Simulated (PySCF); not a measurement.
Species: C₄HClF₆S.
Atom-mapped SMILES: `[F:1][C:2]([F:3])([F:4])[C:5](=[S:6])[C@H:7]([Cl:8])[C:9]([F:10])([F:11])[F:12]` (hydrogens: H13 on C7)

Geometry (PBE0-D3(BJ)/def2-SVP, Å), atoms numbered from 1 in this order:
```xyz
13
C4HClF6S angstrom
F     -2.5849    1.5644    0.2999
C     -1.9526    0.4384    0.0266
F     -2.0123    0.2447   -1.2968
F     -2.6034   -0.5600    0.6141
C     -0.4899    0.4764    0.4974
S     -0.0632    1.4189    1.7282
C      0.4165   -0.4607   -0.2610
Cl     0.0576   -2.1308    0.2546
C      1.9189   -0.2008   -0.1379
F      2.3891   -0.4079    1.0795
F      2.1838    1.0543   -0.4980
F      2.5682   -1.0086   -0.9749
H      0.1820   -0.4024   -1.3338
```

Method: PBE0-D3(BJ)/def2-SVP geometry optimisation, gas phase in PySCF 2.14.0.

Masses are those of the commonest isotopes; rigid-rotor values at the optimised geometry. The values belong to one conformer with, in the numbering `[F:1][C:2]([F:3])([F:4])[C:5](=[S:6])[C@H:7]([Cl:8])[C:9]([F:10])([F:11])[F:12]`, C2–C5–C7–Cl8 -73°.

**Question.** What are A, B and C (GHz)?

**Answer.** Ia = 477.36, Ib = 936.47, Ic = 1103.99 u·Å²; 505379 MHz·u·Å²/I gives 1059, 539.7 and 457.8 MHz, that is A = 1.0587, B = 0.5397, C = 0.4578 GHz.

**Question.** Classify the top.

**Answer.** An asymmetric top; Ray's κ = -0.727.

**Question.** What does the inertial defect say?

**Answer.** Not planar: Δ = Ic − Ia − Ib = -309.84 u·Å². For a rigid frame Δ = −2 Σ m c², so Σ m c² = 154.92 u·Å² lies off the ab plane: 1.76 from hydrogen and 153.16 from heavier atoms. The atom farthest from that plane is 1.46 Å away.

**Question.** Give the other two planar moments, Paa and Pbb, and the rms extents of the mass along the axes.

**Answer.** Paa = Σ m a² = (Ib + Ic − Ia)/2 = 781.55 and Pbb = Σ m b² = (Ia + Ic − Ib)/2 = 322.44 u·Å². With the mass M = 229.94 u, the rms extents √(P/M) along a, b and c are 1.84, 1.18, 0.82 Å.

**Question.** List the rotational levels J(Ka,Kc) to J = 3 (MHz).

**Answer.** Above 0(0,0):
J = 1: 1(0,1) 997, 1(1,1) 1516, 1(1,0) 1598
J = 2: 2(0,2) 2983, 2(1,2) 3429, 2(1,1) 3675, 2(2,1) 5232, 2(2,0) 5241
J = 3: 3(0,3) 5941, 3(1,3) 6294, 3(1,2) 6784, 3(2,2) 8225, 3(2,1) 8269, 3(3,1) 11030, 3(3,0) 11030

**Question.** Which lines would a microwave search look for?

**Answer.** The dipole components are |μa| = 0.12 D, |μb| = 0.09 D, |μc| = 0.66 D. The squared components, which scale the intensities, stand as 0.03 : 0.02 : 1.00 (a : b : c). Some lines, for components of 0.1 D or more:

```json
{"type": "c", "branch": "Q", "J(Ka,Kc)": "2(1,2) ← 2(0,2)", "MHz": "446", "lower level (cm⁻¹)": "0.100"}
{"type": "c", "branch": "Q", "J(Ka,Kc)": "1(1,1) ← 1(0,1)", "MHz": "519", "lower level (cm⁻¹)": "0.033"}
{"type": "a", "branch": "R", "J(Ka,Kc)": "1(0,1) ← 0(0,0)", "MHz": "997", "lower level (cm⁻¹)": "0.000"}
{"type": "c", "branch": "Q", "J(Ka,Kc)": "2(2,1) ← 2(1,1)", "MHz": "1557", "lower level (cm⁻¹)": "0.123"}
{"type": "c", "branch": "R", "J(Ka,Kc)": "1(1,0) ← 0(0,0)", "MHz": "1598", "lower level (cm⁻¹)": "0.000"}
{"type": "a", "branch": "R", "J(Ka,Kc)": "2(1,2) ← 1(1,1)", "MHz": "1913", "lower level (cm⁻¹)": "0.051"}
{"type": "a", "branch": "R", "J(Ka,Kc)": "2(0,2) ← 1(0,1)", "MHz": "1986", "lower level (cm⁻¹)": "0.033"}
{"type": "a", "branch": "R", "J(Ka,Kc)": "2(1,1) ← 1(1,0)", "MHz": "2077", "lower level (cm⁻¹)": "0.053"}
{"type": "c", "branch": "R", "J(Ka,Kc)": "2(1,1) ← 1(0,1)", "MHz": "2678", "lower level (cm⁻¹)": "0.033"}
{"type": "c", "branch": "R", "J(Ka,Kc)": "2(2,0) ← 1(1,0)", "MHz": "3643", "lower level (cm⁻¹)": "0.053"}
{"type": "c", "branch": "R", "J(Ka,Kc)": "2(2,1) ← 1(1,1)", "MHz": "3716", "lower level (cm⁻¹)": "0.051"}
```

No PBE0-D3(BJ)/def2-SVP frequencies stand behind this structure, so it isn't proved a minimum. Constants of a rigid frame at the computed geometry: no zero-point averaging, no centrifugal distortion. Quadrupole hyperfine structure (35Cl) is left out.

Rough CPU time on one thread of a shared machine: about 8 min. This is the geometry optimisation.
